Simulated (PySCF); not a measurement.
Choosing a molecule for a target property.

All species are isolated and taken at one optimised geometry, non-relativistic unless stated; the electronic structure was computed with PySCF and density fitting.

Dipoles, sizes and rotational constants follow the conformer. The torsions of the flexible species, by atom-mapped SMILES:
- `[CH3:1][O:2]/[C:3]([F:4])=[CH:5]\[F:6]`: C1–O2–C3–F4 55°
- `[SiH3:1][SiH2:2][B:3]([Cl:4])[Cl:5]`: Si1–Si2–B3–Cl4 -98°
- `[CH3:1][C:2](=[O:3])[O:4][CH2:5][c:6]1[n:7][cH:8][s:9][n:10]1`: C1–C2–O4–C5 175°, C2–O4–C5–C6 -69°, O4–C5–C6–N7 -16°
- `[CH2:1]=[CH:2][O:3][CH:4]([F:5])[F:6]`: C1–C2–O3–C4 16°, C2–O3–C4–F5 166°
- `[SiH3:1][S:2][c:3]1[cH:4][cH:5][c:6]([Cl:7])[cH:8][cH:9]1`: Si1–S2–C3–C4 -3°

Question: Wanted: electronic spatial extent ⟨r²⟩ about the centre of nuclear charge below 570 bohr² (CAM-B3LYP/def2-SVPD) and HOMO–LUMO gap above 8.7 eV (CAM-B3LYP/def2-SVPD), at PBE0-D3(BJ)/def2-SVP geometries. Which candidate meets both?
A. `CO/C(F)=C\F`
B. `CC(=O)OCc1ncsn1`
C. `C=COC(F)F`
D. `[SiH3][SiH2]B(Cl)Cl`
E. `[C][Se]` [singlet]
F. `[SiH3]Sc1ccc(cc1)Cl`

Answer: C. Computed values:
```
            species  electronic spatial extent ⟨r²⟩ about the centre of nuclear charge  HOMO–LUMO gap
  [C][Se] [singlet]                                                          106 bohr²        8.62 eV
          C=COC(F)F                                                          554 bohr²       10.14 eV
        CO/C(F)=C\F                                                          582 bohr²        9.55 eV
[SiH3][SiH2]B(Cl)Cl                                                         1370 bohr²        8.23 eV
    CC(=O)OCc1ncsn1                                                         1794 bohr²        8.82 eV
[SiH3]Sc1ccc(cc1)Cl                                                         2665 bohr²        7.91 eV
```

Question: Wanted: HOMO energy above -8.7 eV (CAM-B3LYP/def2-SVPD) and smallest rotational constant below 0.7 GHz (PBE0-D3(BJ)/def2-SVP), at PBE0-D3(BJ)/def2-SVP geometries. Which candidate meets both?
A. `CC(=O)OCc1ncsn1`
B. `[SiH3]Sc1ccc(cc1)Cl`
C. `[SiH3][SiH2]B(Cl)Cl`
D. `[C][Se]` [singlet]
E. `C=COC(F)F`
F. `CO/C(F)=C\F`

Answer: B. Computed values:
```
            species  HOMO energy  smallest rotational constant
  [C][Se] [singlet]    -10.06 eV                    17.331 GHz
[SiH3][SiH2]B(Cl)Cl     -9.40 eV                     0.854 GHz
    CC(=O)OCc1ncsn1     -9.22 eV                     0.634 GHz
          C=COC(F)F     -9.03 eV                     2.116 GHz
        CO/C(F)=C\F     -8.40 eV                     1.962 GHz
[SiH3]Sc1ccc(cc1)Cl     -7.71 eV                     0.380 GHz
```

Question: Wanted: dipole moment above 1.6 D (CAM-B3LYP/def2-SVPD) and lowest singlet excitation below 4.5 eV (TDDFT CAM-B3LYP/def2-SVPD), at PBE0-D3(BJ)/def2-SVP geometries. Which candidate meets both?
A. `[C][Se]` [singlet]
B. `c1(S[SiH3])ccc(Cl)cc1`
C. `C(=C(/OC)F)/F`
D. `[SiH3][SiH2]B(Cl)Cl`

Answer: A. Computed values:
| species | dipole moment | lowest singlet excitation |
| --- | --- | --- |
| [SiH3][SiH2]B(Cl)Cl | 0.75 D | 4.70 eV |
| c1(S[SiH3])ccc(Cl)cc1 | 1.38 D | 4.85 eV |
| C(=C(/OC)F)/F | 1.77 D | 6.52 eV |
| [C][Se] [singlet] | 2.25 D | 4.26 eV |
